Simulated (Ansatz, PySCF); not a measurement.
Si(Cl)(H)2(NHMe) (CH6ClNSi), SMILES CN[SiH2]Cl. Atoms are numbered in the order given.

```xyz
10

Si     0.2484    -0.6631    -0.1471
Cl     1.3371     1.1069    -0.4531
N     -1.4001    -0.4176     0.2629
C     -2.4062     0.1013    -0.6503
H      0.3164    -1.4034    -1.4315
H      0.8933    -1.3789     0.9809
H     -1.6090    -0.2399     1.2418
H     -2.4604     1.2064    -0.6668
H     -2.1808    -0.2301    -1.6767
H     -3.4077    -0.2852    -0.3975
```
Charge 0, spin multiplicity 1.

Geometry: B3LYP-D3(BJ)/def2-SVP. The values are those of a single conformer.

Two levels are set side by side: PBE-D3(BJ)/def2-SVP (Ansatz, a quantum-chemistry and plane-wave program) and B3LYP-D3(BJ)/def2-SVP (Ansatz). Each level has its own optimised geometry; the coordinates shown are those of the second. Frequencies come from the Hessian of PySCF at each geometry. Differences are taken from unrounded values.

```
quantity                            B3LYP-D3(BJ)
----------------------------------  ------------
mean bond length (Å)                       1.396
bond Si1–Cl2 (Å)                           2.100
bond Si1–N3 (Å)                            1.716
bond N3–C4 (Å)                             1.454
bond Si1–H5 (Å)                            1.484
bond Si1–H6 (Å)                            1.483
bond N3–H7 (Å)                             1.017
bond C4–H8 (Å)                             1.107
bond C4–H9 (Å)                             1.102
bond C4–H10 (Å)                            1.103
highest harmonic wavenumber (cm⁻¹)          3581
mean harmonic wavenumber (cm⁻¹)             1343
zero-point energy (kcal/mol)               46.07
```

Question: What does PBE-D3(BJ) give, and how far is it from B3LYP-D3(BJ)? (The exact figures need the calculation; the answer reports its results.)

Answer: 
| quantity | PBE-D3(BJ) | PBE-D3(BJ) minus B3LYP-D3(BJ) |
|---|---|---|
| mean bond length (Å) | 1.405 | 0.008 |
| bond Si1–Cl2 (Å) | 2.106 | 0.005 |
| bond Si1–N3 (Å) | 1.727 | 0.010 |
| bond N3–C4 (Å) | 1.455 | 0.001 |
| bond Si1–H5 (Å) | 1.498 | 0.014 |
| bond Si1–H6 (Å) | 1.497 | 0.014 |
| bond N3–H7 (Å) | 1.024 | 0.007 |
| bond C4–H8 (Å) | 1.115 | 0.008 |
| bond C4–H9 (Å) | 1.110 | 0.008 |
| bond C4–H10 (Å) | 1.111 | 0.008 |
| highest harmonic wavenumber (cm⁻¹) | 3504 | -77 |
| mean harmonic wavenumber (cm⁻¹) | 1306 | -37 |
| zero-point energy (kcal/mol) | 44.82 | -1.25 |

Exact exchange shortens and stiffens bonds; PBE has none. Differences between two approximate levels are no errors against the true value.
